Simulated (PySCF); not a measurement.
Species: OsF6 (triplet state).
Cartesian coordinates in Å at the PBE0-D3(BJ)/def2-SVP level; atoms count from 1:
```
atom  x, y, z in Å
Os1    0.000    0.000    0.001
F2    -0.030   -0.026    1.836
F3     0.025    0.021   -1.835
F4     1.836    0.024   -0.013
F5    -1.835   -0.020    0.012
F6     0.020    1.836   -0.017
F7    -0.015   -1.835    0.015
```

Computed with PBE0-D3(BJ)/def2-SVP geometry optimisation, gas phase, def2 core potentials past Kr (PySCF 2.14.0).

Task: Which atoms are bound to Os1, and at what distances?

Result: 6 atoms: F2 1.836 Å, F6 1.836 Å, F4 1.836 Å, F7 1.836 Å, F3 1.836 Å, F5 1.836 Å.

Task: List the angles at Os1.

Result: 
| angle | degrees | distance of the outer atoms (Å) |
| --- | --- | --- |
| F6–Os1–F7 | 179.9 | 3.67 |
| F4–Os1–F5 | 179.9 | 3.67 |
| F2–Os1–F3 | 179.8 | 3.67 |
| F2–Os1–F4 | 91.4 | 2.63 |
| F2–Os1–F6 | 91.4 | 2.63 |
| F4–Os1–F7 | 91.2 | 2.62 |
| F5–Os1–F6 | 91.2 | 2.62 |
| F3–Os1–F5 | 91.1 | 2.62 |
| F3–Os1–F7 | 91.1 | 2.62 |
| F5–Os1–F7 | 88.9 | 2.57 |
| F3–Os1–F6 | 88.8 | 2.57 |
| F3–Os1–F4 | 88.8 | 2.57 |
| F2–Os1–F7 | 88.7 | 2.57 |
| F2–Os1–F5 | 88.7 | 2.57 |
| F4–Os1–F6 | 88.7 | 2.57 |

Task: What is the shape at Os1?

Result: Octahedral: the three widest angles are 179.9°, 179.9° and 179.8°, the others run from 88.7° to 91.4°.

Charge 0, triplet. ⟨S²⟩ = 2.006 (exact for a triplet: 2.00). Whether it is a minimum is left open (no frequencies).

Time: 2.2 min of wall time. Hardware: one thread of an Arm Neoverse V1, no GPU, on a shared host. This is the geometry optimisation.

Caution for open-shell metal species: one SCF solution and one stationary point were followed, and a lower state or a bent or distorted shape isn't ruled out.
